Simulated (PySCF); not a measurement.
A run for PySCF: R-B3LYP/6-311+G** on CH7PSi (SMILES C[SiH2]P), a point of a torsion scan.

```python
from pyscf import gto, scf, dft, mp
from pyscf.data.elements import chemcore

mol = gto.M(
    atom='''
    C    -1.24660460    0.63300183   -0.10293834
    Si   -0.07100179   -0.84644724    0.07313914
    P     2.02265529   -0.03946164   -0.11524541
    H    -2.28388665    0.31985234   -0.04269292
    H    -1.07466962    1.36834586    0.67881947
    H    -1.10291160    1.13213808   -1.05755470
    H    -0.27733571   -1.52154939    1.36163166
    H    -0.31133041   -1.82320399   -0.99686557
    H     2.44138304   -0.45192745    1.13595688
    H     2.53812663   -1.17370704   -0.71468938
    ''',
    basis='6-311+g**',
    charge=0, spin=0, verbose=3, max_memory=1800)
mf = dft.RKS(mol, xc='b3lyp')
mf.conv_tol = 1e-8
mf.max_cycle = 100
mf.kernel()
if not mf.converged:
    mf = mf.newton().run(mf.mo_coeff, mf.mo_occ)
```

Output:

```
converged SCF energy = -673.238052634292
```

The calculation finished and met its thresholds.

Cost: about 15 core-seconds (a rough figure).
